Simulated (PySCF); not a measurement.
C2HF4, SMILES F[CH]C(F)(F)F, multiplicity 2.

The structure is a stationary point at B3LYP-D3(BJ)/def2-SVP. The isomer is the one that the SMILES or the coordinates give; other isomers of the formula were not compared.

Two levels are set side by side: PBE/def2-TZVP (PySCF) and CAM-B3LYP/def2-TZVP (PySCF). Same geometry, gas phase. Differences are taken from unrounded values.

| quantity | CAM-B3LYP |
|---|---|
| α-spin orbital gap (eV) | 11.46 |
| β-spin orbital gap (eV) | 11.06 |
| dipole moment (D) | 1.79 |
| mean polarisability (bohr³) | 26.4 |

Problem. What does PBE give, and how far is it from CAM-B3LYP? (Estimate from the structure and the level; the computed values follow.)

Solution. 
```csv
quantity,PBE,PBE minus CAM-B3LYP
α-spin orbital gap (eV),6.22,-5.24
β-spin orbital gap (eV),5.38,-5.68
dipole moment (D),1.60,-0.19
mean polarisability (bohr³),28.0,1.7
```

Loosely held outer electrons make PBE densities more polarisable. Differences between two approximate levels are no errors against the true value.

Rough cost on one machine, each run with all the roots and properties that it gave: CAM-B3LYP against PBE within a factor of 2.
